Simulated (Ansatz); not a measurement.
Cost and result for the atomization energy of `FBCF` (7 atoms, 6 bonds).

Charge 0, multiplicity 1. The structure was optimised at the PBE0-D4/def2-TZVP level. It is one conformer, not always the lowest. Program: Ansatz. All runs use 2 threads of an Arm Neoverse V1 on a shared host. Times are those of one run each, without the atoms' runs, and a repeat can differ threefold. Electronic energies, without spin–orbit coupling; frozen cores. CCSD(T)/CBS adds CCSD(T) − MP2 in def2-TZVPP to the MP2 limit, and its time is that of the two runs behind it. T1 = 0.012. B3LYP takes the VWN-RPA correlation (the form of Gaussian; ORCA's B3LYP/G). HSE06 is the plane-wave form, built on full-range PBE exchange.

CCSD(T)/CBS is a level of theory with its own doubt, some kJ/mol a heavy atom from the limit and from the frozen cores, so smaller differences don't rank the functionals.

| level | functions | wall time |
| --- | --- | --- |
| LDA (SPW92)/def2-TZVPP | 166 | 0.85 s |
| CCSD(T)/def2-SVP | 71 | 1.7 s |
| PBE-D4/def2-TZVPP (with forces) | 166 | 1.8 s |
| PBE0-D4/def2-TZVPP | 166 | 1.8 s |
| BHLYP-D4/def2-TZVPP | 166 | 1.9 s |
| HSE06-D4/def2-TZVPP | 166 | 1.9 s |
| CAM-B3LYP-D4/def2-TZVPP | 166 | 2 s |
| B3LYP-D4/def2-TZVPP (with forces) | 166 | 2.2 s |
| PBE-QIDH/def2-TZVPP | 166 | 2.9 s |
| ωB97X-V/def2-TZVPP | 166 | 5.5 s |
| MP2/def2-QZVPP | 318 | 10 s |
| CCSD(T)/def2-TZVPP | 166 | 34 s |
| CCSD(T)/CBS(def2) | – | 44 s |

(1) What atomization energy does each give, and how far from CCSD(T)/CBS? (Best estimate.)

Results:

(1) Computed: 
```
                            level  atomization (kcal/mol)  difference from CCSD(T)/CBS  per bond
           LDA (SPW92)/def2-TZVPP                   754.6                        103.2      17.2
                 CCSD(T)/def2-SVP                   624.4                        -27.0      -4.5
  PBE-D4/def2-TZVPP (with forces)                   670.2                         18.8       3.1
               PBE0-D4/def2-TZVPP                   655.0                          3.6       0.6
              BHLYP-D4/def2-TZVPP                   632.4                        -19.0      -3.2
              HSE06-D4/def2-TZVPP                   655.5                          4.1       0.7
          CAM-B3LYP-D4/def2-TZVPP                   659.8                          8.4       1.4
B3LYP-D4/def2-TZVPP (with forces)                   654.0                          2.6       0.4
              PBE-QIDH/def2-TZVPP                   650.1                         -1.3      -0.2
               ωB97X-V/def2-TZVPP                   654.1                          2.7       0.5
                   MP2/def2-QZVPP                   663.7                         12.3       2.1
               CCSD(T)/def2-TZVPP                   636.5                        -14.9      -2.5
                CCSD(T)/CBS(def2)                   651.4                          0.0       0.0
```

From PBE to PBE0 (25 % exact exchange), in def2-TZVPP and without D4, the atomization energy moves by −14.9 kcal/mol: exact exchange takes away binding that semilocal exchange gives to molecules. The D4 term adds +2.9 kcal/mol with B3LYP and +1.5 kcal/mol with PBE0; it sums over pairs of atoms, weighted by their polarisabilities, and B3LYP, whose exchange is more repulsive, gets the larger term. At CCSD(T), def2-SVP lies −27.0 kcal/mol from the extrapolated value and def2-TZVPP −14.9 kcal/mol: correlation converges slowly with the basis, and small sets miss more of it in the bonded molecule than in its fragments.
